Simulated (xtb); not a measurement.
Be(I)(OSiH3) (BeH3IOSi), SMILES [SiH3][O][Be][I]. All values are semi-empirical tight-binding results from xtb (GFN2-xTB unless named), good for trends rather than for accurate numbers. Geometry optimised at GFN2-xTB. Other conformers were not sampled.

For metal compounds this method's bond lengths and energies can be far off.

Computed properties:
The orbital gap is 5.90 eV and the zero-point energy is 19.5 kcal/mol. The G − E(el) at 298.15 K (modified RRHO) comes out as -0.4 kcal/mol.
